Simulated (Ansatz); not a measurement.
Calculated with Ansatz (gas phase, PBE0-D4/def2-TZVP geometries, no zero-point term in ΔE). CCSD(T)/CBS adds triple-zeta CCSD(T) − MP2 to the extrapolated MP2 energy (def2 sets, frozen cores). This one scheme is used for every species. DFT in def2-TZVPP. For Ge outer-core shells are correlated without core-valence functions, which leaves a few kJ/mol of doubt a bond. Scalar relativity is left out up to krypton.

Reaction (ligand exchange at a Ge–Cl bond): `[F][Ge]([F])([SiH3])[Cl]` + H–F → `[F][Ge]([F])([F])[SiH3]` + HCl

CCSD(T)/CBS gives +8.7 kJ/mol.

(1) Another level gave +1.9 kJ/mol. Which?
A. PBE0-D4/def2-TZVPP
B. HF/def2-TZVPP
C. PBE/def2-TZVPP
D. CCSD/def2-TZVPP

Largest T1 diagnostic among the species: 0.013.

## Answers

(1) D. CCSD/def2-TZVPP 1.9, PBE 6.1, PBE0-D4 12.0, HF/def2-TZVPP -3.2 kJ/mol.

The D4 term adds +6.0 kJ/mol with B3LYP and +3.3 kJ/mol with PBE0; it sums over pairs of atoms, weighted by their polarisabilities, and B3LYP, whose exchange is more repulsive, gets the larger term. In def2-TZVPP, CCSD(T) changes the Hartree–Fock value by +6.8 kJ/mol (the triples alone add +1.6 kJ/mol) and MP2 by +11.6 kJ/mol. From r2SCAN to r2SCAN0 (25 % exact exchange), in def2-TZVPP and without D4, ΔE moves by +3.4 kJ/mol.

B3LYP here is the variant with VWN-RPA as its local correlation; programs differ in this.
